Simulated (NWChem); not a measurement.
System: C$_{3}$H$_{4}$F$_{2}$; SMILES F[C@H]1[C@@H](C1)F

```xyz
9

F      1.8012    -0.1169    -0.5022
C      0.6107     0.4296    -0.1081
C      0.0000     0.0000     1.2047
C     -0.6107    -0.4296    -0.1081
F     -1.8012     0.1169    -0.5022
H      0.4950     1.4847    -0.4144
H      0.5187    -0.7751     1.7900
H     -0.5187     0.7751     1.7900
H     -0.4950    -1.4847    -0.4144
```
Atoms are numbered in this order, from 1.

Level: PBE-D3(BJ)/def2-SVP (NWChem), optimised geometry, unscaled harmonic frequencies. 

Task: List the harmonic frequencies with IR intensities, and the thermochemistry.

Result: 
| frequency (cm⁻¹) | IR intensity (km/mol) |
|---|---|
| 272 | 5.6 |
| 288 | 11.7 |
| 407 | 2.5 |
| 441 | 1.1 |
| 770 | 16.0 |
| 830 | 8.6 |
| 922 | 3.4 |
| 954 | 27.0 |
| 968 | 9.9 |
| 1044 | 2.2 |
| 1047 | 19.8 |
| 1146 | 9.1 |
| 1162 | 150.2 |
| 1190 | 4.3 |
| 1281 | 39.1 |
| 1337 | 0.4 |
| 1452 | 42.0 |
| 3072 | 0.1 |
| 3085 | 1.2 |
| 3086 | 16.5 |
| 3176 | 0.0 |

```yaml
zero_point_energy: 39.9 kcal/mol
thermal correction to the enthalpy at 298.15 K (with zero-point energy): 43.5 kcal/mol
heat capacity Cv: 16.6 cal/(mol K)
entropy at 298.15 K and 1 atm (symmetry number 2): 68.9 cal/(mol K)
dipole_moment: 0.98 D
```

Rigid rotor and harmonic oscillator.
